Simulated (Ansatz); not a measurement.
Ansatz (a quantum-chemistry and plane-wave program) input (RI-MP2/aug-cc-pVTZ):
A basis named .json is the Basis Set Exchange file of that set.

Ansatz 0.2 input:
```yaml
crystal:
  periodic: [false, false, false]
  atoms:
    - {symbol: N, position_ang: [-1.08372836, 0.34847019, 0.21841752]}
    - {symbol: C, position_ang: [0.04922519, -0.30284415, 0.14440779]}
    - {symbol: O, position_ang: [1.12873348, -0.05183555, -0.39476997]}
    - {symbol: H, position_ang: [-1.73912049, -0.20754205, 0.76279038]}
basis:
  gaussian:
    orbitals: aug-cc-pVTZ
    fitting: {mean_field: def2-universal-jkfit, correlation: aug-cc-pVTZ-RIFIT.json}
total_charge: -1
magnetization: {spin_polarized: true, initial_magnetization: 1}
correlation: {method: mp2, electrons: outside_noble_gas}
```

Output:

```
Functional definition: HF
integrals: 0.07 GiB planned
247 factors; integrals over basis functions are off by at most 8.5e-1 eV
364 factors; integrals over basis functions are off by at most 5.4e-1 eV
mean field: 0.28 GiB planned
mean field evaluation 1: about -4562.1429 eV, gradient 2.2e1 eV
mean field evaluation 2: about -4564.0691 eV, gradient 1.7e1 eV
mean field evaluation 4: about -4565.5665 eV, gradient 2.1e0 eV
mean field evaluation 8: about -4565.8060 eV, gradient 2.5e-1 eV
mean field evaluation 16: about -4565.2552 eV, gradient 4.5e0 eV
mean field -4565.80785656 eV, -167.7903439129 hartree, gradient 1.9e-6 eV, S^2 0.765980; 1 other end points of the search recorded, 0 dependent functions left out
3 core orbitals not correlated
reference -4565.80785656 eV, -167.7903439129 hartree; 9, 8 occupied and 149, 150 virtual orbitals, 364 factors
second order -16.41458786 eV of doubles, -0.00000000 eV of singles
Total energy: -4582.22244442 eV, -168.3935688904 hartree
```
